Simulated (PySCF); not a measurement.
## SbAs: from constants to spectrum

RHF-CCSD(T) constants of SbAs, ¹Σ⁺ (singlet), closed shell (basis Sb def2-SVP with ECP28, As def2-SVP; scalar-relativistic core potentials; PySCF 2.14; masses 120.9038 and 74.9216 u):

* ωe: 332.9 cm⁻¹
* ωexe: 0.831 cm⁻¹
* Be: 0.06628 cm⁻¹
* αe: 0.000193 cm⁻¹
* D (centrifugal): 1.05e-08 cm⁻¹
* De to Sb + As: 2.52 eV

Task: Estimate the standard entropy (1 bar) and heat capacity of the ideal gas at 1500 K, rigid rotor with B0 and harmonic oscillator at the fundamental.

Result: Translation (Sackur–Tetrode, M = 195.83 u): 208.3 J/(mol K). Rotation: q = kT/(σB0) = 15800 with σ = 1, 88.7. Vibration: x = hcν0/kT = 0.318, 17.88. S° = 314.8 J/(mol K); Cp = 7R/2 + 8.24 = 37.3 J/(mol K).

Correlated steps freeze 13 core orbitals. Correlated levels converge slowly with the basis: in double zeta they bind strong bonds too weakly, by up to about 1 eV, and carry superposition errors of some tenths. Spin–orbit coupling is left out, which matters for elements this heavy, above all for dissociation energies. Where the molecule has an RHF reference, its open-shell atoms are computed with UHF.
